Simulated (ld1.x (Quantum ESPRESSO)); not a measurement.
# PBEsol ultrasoft dataset for Ru, scalar-relativistic all-electron reference.

The input file (ld1.x (Quantum ESPRESSO) 7.5):

```
&input
   title='Ru', zed=44., rel=1, dft='PBESOL', iswitch=3,
   config='[Kr] 4d7 4f-2 5s1 5p0',
   nld=4, rlderiv=4.75, eminld=-2.0, emaxld=5.0, deld=0.02
 /
 &inputp
   pseudotype=3, tm=.true., lloc=-1, rcloc=3.85,
   nlcc=.true., new_core_ps=.true., rcore=1.40,
   file_pseudopw='Ru.UPF', file_wfcaegen='ae.wfc', file_wfcncgen='nc.wfc', file_beta='beta', file_chi='chi', file_wfcusgen='us.wfc'
 /
8
5S  1  0   1.00   0.00  1.80  2.45  0.0
5S  1  0   0.00   4.15  1.80  2.45  0.0
5P  2  1   0.00   0.00  3.70  4.40  0.0
5P  2  1   0.00   1.05  3.70  4.40  0.0
4D  3  2   7.00   0.00  1.25  1.40  0.0
4D  3  2   0.00   0.80  1.25  1.40  0.0
4F  4  3  -2.00  -0.15  2.90  3.70  0.0
4F  4  3  -2.00   2.20  2.90  3.70  0.0
 &test
   configts(1)='4d7 5s1 5p0'
 /
```

Command:

```bash
ld1.x < Ru.in > Ru.out
```

The program printed (shortened: banner, matrices, multipoles, cross overlaps and the repeated all-electron block are left out):

```
Program LD1 v.7.5
     --------------------------- All-electron run ----------------------------

     Ru
     scalar relativistic calculation

     atomic number is 44.00
     dft =PBESOL   lsd =0 sic =0 latt =0  beta=0.20 tr2=1.0E-14
     Exchange-correlation= PBESOL
                           (   1   4  10   8   0   0   0)
     mesh =1233 r(mesh) = 101.06970 a.u. xmin = -7.00 dx = 0.01250
     1 Ry =  13.60569312 eV, c = 137.03599908

     n l     nl                  e(Ry)          e(Ha)          e(eV)
     1 0     1S 1( 2.00)     -1611.4219      -805.7110    -21924.5120
     2 0     2S 1( 2.00)      -231.7044      -115.8522     -3152.4986
     2 1     2P 1( 6.00)      -207.5575      -103.7788     -2823.9643
     3 0     3S 1( 2.00)       -40.7836       -20.3918      -554.8887
     3 1     3P 1( 6.00)       -32.8500       -16.4250      -446.9467
     4 0     4S 1( 2.00)        -5.6090        -2.8045       -76.3146
     4 1     4P 1( 6.00)        -3.4088        -1.7044       -46.3795
     3 2     3D 1(10.00)       -20.0745       -10.0373      -273.1280
     4 2     4D 1( 7.00)        -0.3834        -0.1917        -5.2165
     5 0     5S 1( 1.00)        -0.3137        -0.1569        -4.2681
     5 1     5P 1( 0.00)        -0.0636        -0.0318        -0.8649

     final scf error:  8.6E-15 reached in  31 iterations

     Etot =   -9056.870064 Ry,   -4528.435032 Ha, -123224.994752 eV

     Ekin =    9364.981604 Ry,    4682.490802 Ha,  127417.065804 eV
     Encl =  -21853.245723 Ry,  -10926.622861 Ha, -297328.555044 eV
     Eh   =    3693.446866 Ry,    1846.723433 Ha,   50251.904628 eV
     Exc  =    -262.052812 Ry,    -131.026406 Ha,   -3565.410140 eV

     normalization and overlap integrals

     s(1S/1S) =  1.000000  <r> =   0.0334  <r2> =    0.0015  r(max) =   0.0216
     s(2S/2S) =  1.000000  <r> =   0.1457  <r2> =    0.0250  r(max) =   0.1229
     s(2P/2P) =  1.000000  <r> =   0.1270  <r2> =    0.0197  r(max) =   0.0981
     s(3S/3S) =  1.000000  <r> =   0.4030  <r2> =    0.1859  r(max) =   0.3600
     s(3P/3P) =  1.000000  <r> =   0.4032  <r2> =    0.1891  r(max) =   0.3555
     s(4S/4S) =  1.000000  <r> =   1.0186  <r2> =    1.1768  r(max) =   0.9193
     s(4P/4P) =  1.000000  <r> =   1.1284  <r2> =    1.4621  r(max) =   0.9785
     s(3D/3D) =  1.000000  <r> =   0.3843  <r2> =    0.1768  r(max) =   0.3022
     s(4D/4D) =  1.000000  <r> =   1.7030  <r2> =    3.6423  r(max) =   1.2102
     s(5S/5S) =  1.000000  <r> =   3.3581  <r2> =   13.0619  r(max) =   2.7273
     s(5P/5P) =  1.000000  <r> =   5.2664  <r2> =   33.5220  r(max) =   3.8702

     ------------------------ End of All-electron run ------------------------

     --------------------- Generating US pseudopotential ---------------------

      Generating local potential from pseudized AE potential:
      Matching radius rcloc =   3.8500

      Local pseudo, rcloc= 3.822 Estimated cut-off energy=     1.70 Ry

      Computing core charge for nlcc:

       r > 1.41 : true rho core
      Core charge pseudized with two Bessel functions
      Integrated core pseudo-charge :  11.92

      Wfc   5S  rcut= 1.805  Using Troullier-Martins method
      Wfc-us  5S rcutus= 2.437  Estimated cut-off energy=     7.18 Ry

      Wfc   5S  rcut= 1.805  Using Troullier-Martins method
      Wfc-us  5S rcutus= 2.437  Estimated cut-off energy=    15.29 Ry

      Wfc   5P  rcut= 3.728  Using Troullier-Martins method
      Wfc-us  5P rcutus= 4.441  Estimated cut-off energy=     3.86 Ry

      Wfc   5P  rcut= 3.728  Using Troullier-Martins method
      Wfc-us  5P rcutus= 4.441  Estimated cut-off energy=     8.05 Ry

      Wfc   4D  rcut= 1.241  Using Troullier-Martins method
      Wfc-us  4D rcutus= 1.406  Estimated cut-off energy=    56.93 Ry

      Wfc   4D  rcut= 1.241  Using Troullier-Martins method
      Wfc-us  4D rcutus= 1.406  Estimated cut-off energy=    60.03 Ry

      Wfc   4F  rcut= 2.903  Using Troullier-Martins method
      Wfc-us  4F rcutus= 3.728  Estimated cut-off energy=     9.84 Ry

      Wfc   4F  rcut= 2.903  Using Troullier-Martins method
      Wfc-us  4F rcutus= 3.728  Estimated cut-off energy=    17.45 Ry

     ------------------- End of pseudopotential generation -------------------

     Computing logarithmic derivative in   4.75682
     Computing logarithmic derivative in   4.75682
     Computing the partial wave expansion
     R is outside the sphere for l=    0 j= 0.00
     R is outside the sphere for l=    0 j= 0.00
     R is outside the sphere for l=    1 j= 0.00
     R is outside the sphere for l=    1 j= 0.00
     R is outside the sphere for l=    2 j= 0.00
     R is outside the sphere for l=    2 j= 0.00
     R is outside the sphere for l=    3 j= 0.00
     R is outside the sphere for l=    3 j= 0.00

     ---------------------- Testing the pseudopotential ----------------------

     Ru
     scalar relativistic calculation

     atomic number is 44.00   valence charge is  8.00
     dft =PBESOL   lsd =0 sic =0 latt =0  beta=0.20 tr2=1.0E-14
     mesh =1233 r(mesh) = 101.06970 xmin = -7.00 dx = 0.01250

     n l     nl             e AE (Ry)        e PS (Ry)    De AE-PS (Ry)
     3 2     4D   1( 7.00)       -0.38341       -0.38341        0.00000
     1 0     5S   1( 1.00)       -0.31370       -0.31370        0.00000
     2 1     5P   1( 0.00)       -0.06357       -0.06357        0.00000

     eps = 5.2E-16  iter =  3

     Etot =   -9056.870064 Ry,   -4528.435032 Ha, -123224.994752 eV
     Etotps =   -52.900749 Ry,     -26.450374 Ha,    -719.751350 eV

     Ekin =      33.841864 Ry,      16.920932 Ha,     460.442021 eV
     Encl =     -61.514897 Ry,     -30.757448 Ha,    -836.952804 eV
     Ehrt =      31.264654 Ry,      15.632327 Ha,     425.377295 eV
     Ecxc =     -29.355039 Ry,     -14.677520 Ha,    -399.395657 eV
     (Ecc =     -19.594361 Ry,      -9.797181 Ha,    -266.594865 eV)
     Epseu=     -27.137331 Ry,     -13.568666 Ha,    -369.222204 eV

     ---------------------- End of pseudopotential test ----------------------
```

Note: ghost state, extra bound levels that the all-electron valence spectrum of the same l lacks: p at -1.56 eV. A true bound ghost makes a file unfit for plane-wave use.

Generation and configuration tests took about 1.7 s on one core of a shared server CPU.
